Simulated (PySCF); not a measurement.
BiI2 (SMILES [I][Bi+][I]), charge +1, singlet, geometry from GFN2-xTB (such geometries of metal compounds can be far from the true shape) (core potentials on Bi, I). Base run: PBE0/def2-SV(P) (PySCF).

The PySCF input:
```python
from pyscf import gto, scf, dft

mol = gto.Mole()
mol.atom = '''
    Bi    0.86767310    0.43113642    0.27718616
    I    -1.00884033    1.16616633   -1.52475723
    I    -0.34996849   -1.84134224    1.09067324
'''
mol.basis = 'def2-sv(p)'
mol.ecp = {'Bi': 'def2-sv(p)', 'I': 'def2-sv(p)'}
mol.charge = 1
mol.verbose = 4
mol.build()

mf = dft.RKS(mol)
mf.xc = 'pbe0'
mf.kernel()
mf.analyze()
```

Variants of this job, named by their change:

| change | basis functions | E (Eh) | HOMO (eV) | HOMO-LUMO gap (eV) |
|---|---|---|---|---|
| base | 78 | -809.86093 | -12.39 | 2.93 |
| basis = jorge-DZP-DKH; relativity = none (without mol.ecp = {'Bi': 'def2-sv(p)', 'I': 'def2-sv(p)'}) | 159 | -30439.39940 | -12.12 | 2.28 |
| basis = x2c-TZVPall; relativity = spin-free X2C; nucleus = Gaussian (with mol.nucmod = 'G'; without mol.ecp = {'Bi': 'def2-sv(p)', 'I': 'def2-sv(p)'}) | 203 | -35765.41025 | -12.39 | 3.00 |
| basis = x2c-SVPall; relativity = spin-free X2C; nucleus = Gaussian (with mol.nucmod = 'G'; without mol.ecp = {'Bi': 'def2-sv(p)', 'I': 'def2-sv(p)'}) | 134 | -35762.64944 | -12.36 | 2.92 |
| basis = x2c-TZVPall; relativity = none (without mol.ecp = {'Bi': 'def2-sv(p)', 'I': 'def2-sv(p)'}) | 203 | -32740.85548 | -12.66 | 3.44 |
| basis = jorge-DZP-DKH; relativity = spin-free X2C (without mol.ecp = {'Bi': 'def2-sv(p)', 'I': 'def2-sv(p)'}) | 159 | -35572.52429 | -12.89 | 2.81 |
| basis = x2c-SVPall; relativity = none (without mol.ecp = {'Bi': 'def2-sv(p)', 'I': 'def2-sv(p)'}) | 134 | -30591.88085 | -12.72 | 2.60 |
| basis = jorge-DZP-DKH; relativity = spin-free X2C; nucleus = Gaussian (with mol.nucmod = 'G'; without mol.ecp = {'Bi': 'def2-sv(p)', 'I': 'def2-sv(p)'}) | 159 | -35568.34162 | -12.89 | 2.81 |
| basis = x2c-TZVPall; relativity = spin-free X2C (without mol.ecp = {'Bi': 'def2-sv(p)', 'I': 'def2-sv(p)'}) | 203 | -35770.51638 | -12.39 | 3.00 |
| basis = x2c-SVPall; relativity = spin-free X2C (without mol.ecp = {'Bi': 'def2-sv(p)', 'I': 'def2-sv(p)'}) | 134 | -35767.67179 | -12.36 | 2.92 |

Absolute energies of different levels of theory aren't comparable as measures of quality.

Basis sets contracted for a relativistic Hamiltonian are a mismatch without it, so the rows without relativity aren't non-relativistic limits. No row has spin-orbit coupling; sets with core potentials leave out the core electrons.
